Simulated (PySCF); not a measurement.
C3H7SSi (doublet state).
Z-matrix (Å and degrees, GFN2-xTB geometry), rows numbered from 1:
```
C 
C   1  1.2942
Si  2  1.8278  1  153.97
S   3  2.1653  2  105.04  1    83.53
C   4  1.8146  3   99.42  2    62.36
H   1  1.0884  2  124.45  3     3.37
H   1  1.0848  2  121.95  3  -176.66
H   3  1.4582  2  120.40  1   -30.63
H   3  1.4637  2  108.96  1  -162.07
H   5  1.0850  4  107.24  3  -177.51
H   5  1.0861  4  109.32  3   -58.04
H   5  1.0861  4  109.58  3    63.05
```

The hyperfine couplings belong to this conformer and change with its torsions.

The species is `C=[C][SiH2]SC` [radical].

Computed, not measured: PySCF, UKS B3LYP, pcH-1 on C H S Si, non-relativistic, mean-field spin-orbit, GIAO. The structure is a single GFN2-xTB conformer in the gas phase; no vibrational or solvent corrections. Couplings are sensitive to structure, and on GFN2-xTB geometries they can be far from those on DFT ones. Stability of the SCF solution: not tested.

Problem. Give the principal g shifts and their parts.

Solution. 
```tsv
Δg (ppm)	1	2	3
relativistic mass correction	-132	-132	-132
gauge correction	17	15	29
orbital Zeeman/spin–orbit	-485	-180	825
total	-601	-298	722
```

So g = 2.00172, 2.00202, 2.00304 and g_iso = 2.00226; the tensor is rhombic: the two nearest values differ by 23 % of g3 − g1. 

Problem. What effective moment and Curie constant follow for a powder?

Solution. With the mean of g² = 4.0090 and S(S+1) = 0.75: μ_eff = √(⟨g²⟩S(S+1)) = 1.734 μB and χT = 0.12505·⟨g²⟩·S(S+1) = 0.376 cm³ K/mol (cgs; spin-Hamiltonian part alone).

Problem. How much does each term add to the isotropic shift?

Solution. The mass correction -132, the orbital-Zeeman/spin–orbit term 53 and the gauge correction 20 ppm, for a total of -59 ppm. The mass correction is the largest in size. The mass correction is the same along every axis, so the anisotropy comes from the other two: their spans along these axes are 14 (gauge) and 1310 ppm (orbital Zeeman/spin–orbit).

Problem. At 9.401 GHz, how far is the centre of the isotropic spectrum from where a free electron (g = 2.002319) resonates?

Solution. B = hν/(g μB) with μB/h = 13.99624 MHz/mT gives 335.45 mT for the free electron and 335.46 mT at g_iso, the same within 0.01 mT.

Problem. In a frozen sample, at which fields do the three g values resonate at 9.5, 34, 94 and 263 GHz (hyperfine left aside), and which band first spreads them over more than twice a line width of 0.3 mT?

Solution. 
| band | GHz | B(g3) mT | B(g2) mT | B(g1) mT | spread mT |
| --- | --- | --- | --- | --- | --- |
| X | 9.5 | 338.86 | 339.03 | 339.09 | 0.22 |
| Q | 34.0 | 1212.77 | 1213.39 | 1213.57 | 0.80 |
| W | 94.0 | 3352.95 | 3354.65 | 3355.16 | 2.22 |
| J | 263.0 | 9381.11 | 9385.89 | 9387.31 | 6.20 |

The spread grows in proportion to the frequency. Q band is the first where it exceeds 0.6 mT.

The Mulliken spin populations are largest on C2 (+0.97), C1 (-0.18), H6 (+0.08) and H7 (+0.06). No atom but C2 exceeds +0.15.

The HOMO–LUMO gaps are 5.01 eV among the α and 3.80 eV among the β orbitals.

Hardware: one thread of an Arm Neoverse V1, no GPU, shared host with 64 logical CPUs at a one-minute load of 16. Cost: 38 s of wall time (with the writing of density and orbital grids), 0.72 GiB resident at most.
